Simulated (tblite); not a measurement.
C5H7ClO3Si.
Numbering: `[CH:1]#[C:2][Si@:3]([Cl:4])([O:5][CH3:6])[O:7][CH2:8][CH:9]=[O:10]` (hydrogens: H11 on C1; H12, H13, H14 on C6; H15, H16 on C8; H17 on C9)

Computed with GFN2-xTB (tblite), gas phase: L-BFGS steps from a force-field or distance-geometry start until the largest atomic force falls under 0.01 eV/Å.

Step 4: E = -891.2244 eV
```
atom  x, y, z in Å  |  force x, y, z in eV/Å
C1     -2.3181   -0.4050   -2.1223   -0.103  -0.030  -0.197
C2     -1.5459   -0.4938   -1.2060    0.011  -0.092  -0.362
Si3    -0.3891   -0.5968    0.2257   -0.238  -0.140   0.169
Cl4     0.2302   -2.5314    0.4124   -0.302   0.275   0.159
O5     -1.1803   -0.1102    1.5602    0.225  -0.248  -0.300
C6     -2.2417    0.7769    1.3345   -0.491   0.110  -0.008
O7      0.8923    0.3517   -0.0974   -0.312  -0.294   0.214
C8      2.1193   -0.2984   -0.0200    0.402  -0.184  -0.016
C9      3.2645    0.6226   -0.3025   -0.119   0.627  -0.199
O10     3.1350    1.7777   -0.6006    0.235  -0.327   0.120
H11    -2.9940   -0.3294   -2.9310    0.101  -0.012   0.134
H12    -2.6210    0.5817    0.3301   -0.352   0.340   0.152
H13    -1.8920    1.8064    1.3883   -0.014   0.020   0.106
H14    -3.0397    0.5989    2.0567    0.191   0.003   0.117
H15     2.1153   -1.1066   -0.7598    0.386  -0.094  -0.035
H16     2.1975   -0.7701    0.9691    0.491   0.077  -0.112
H17     4.2608    0.1377   -0.2473   -0.112  -0.032   0.058
```

Step 5: E = -891.2838 eV
```
atom  x, y, z in Å  |  force x, y, z in eV/Å
C1     -2.3173   -0.4069   -2.1245   -0.211  -0.013  -0.318
C2     -1.5400   -0.4988   -1.2164    0.048  -0.083  -0.257
Si3    -0.4040   -0.6065    0.2223   -0.088  -0.075   0.060
Cl4     0.2147   -2.5086    0.4181   -0.184  -0.182   0.207
O5     -1.1821   -0.1102    1.5466    0.022  -0.192  -0.015
C6     -2.2439    0.7741    1.3367   -0.486   0.225  -0.049
O7      0.8849    0.3224   -0.0822   -0.087   0.070   0.047
C8      2.1255   -0.2989   -0.0247    0.353  -0.171   0.004
C9      3.2647    0.6369   -0.3043   -0.008  -0.412  -0.017
O10     3.1414    1.7806   -0.6007    0.141   0.546  -0.085
H11    -2.9925   -0.3296   -2.9284    0.009  -0.001   0.013
H12    -2.6377    0.5981    0.3361   -0.328   0.246   0.086
H13    -1.8958    1.8018    1.3921    0.039   0.106   0.125
H14    -3.0334    0.5998    2.0627    0.092  -0.054   0.208
H15     2.1317   -1.1105   -0.7597    0.369  -0.081  -0.078
H16     2.2177   -0.7642    0.9614    0.510  -0.009   0.020
H17     4.2592    0.1326   -0.2449   -0.192   0.081   0.048
```

Question: Estimate the geometry and energy of step 6. (The exact step hangs on the optimiser's Hessian estimate; all steps are aligned on step 5, rigid shifts and turns removed.)

Answer: E = -891.3278 eV, largest force 0.688 eV/Å
```
atom  x, y, z in Å  |  force x, y, z in eV/Å
C1     -2.3185   -0.4091   -2.1300   -0.238  -0.004  -0.336
C2     -1.5343   -0.5048   -1.2312    0.094  -0.076  -0.138
Si3    -0.4199   -0.6185    0.2173    0.094   0.170   0.005
Cl4     0.1974   -2.4921    0.4271   -0.054  -0.637   0.254
O5     -1.1870   -0.1113    1.5364   -0.201  -0.093   0.074
C6     -2.2520    0.7750    1.3380   -0.305   0.244  -0.017
O7      0.8807    0.2975   -0.0679    0.082   0.200  -0.055
C8      2.1352   -0.3013   -0.0294    0.160  -0.101   0.016
C9      3.2647    0.6453   -0.3069    0.030  -0.432  -0.047
O10     3.1502    1.7906   -0.6016    0.113   0.469  -0.059
H11    -2.9921   -0.3297   -2.9271   -0.136   0.017  -0.171
H12    -2.6592    0.6172    0.3423   -0.303   0.152   0.017
H13    -1.8986    1.7993    1.3979    0.058   0.162   0.134
H14    -3.0267    0.5994    2.0728   -0.034  -0.080   0.282
H15     2.1534   -1.1156   -0.7610    0.318  -0.061  -0.094
H16     2.2455   -0.7594    0.9552    0.488  -0.073   0.107
H17     4.2544    0.1296   -0.2418   -0.167   0.143   0.029
```

The energy changes by -0.0440 eV. The first-order estimate −F·Δx gives -0.0602 eV and the mean of the old and new forces, exact on a quadratic surface, -0.0439 eV. The step makes an angle of 55° with the force vector and moves no atom by more than 0.029 Å.

The cost below is that of the whole relaxation. Hardware: Arm Neoverse V1, one thread, shared host with 64 logical CPUs at a one-minute load of 38. Cost: 2.1 s of wall time.
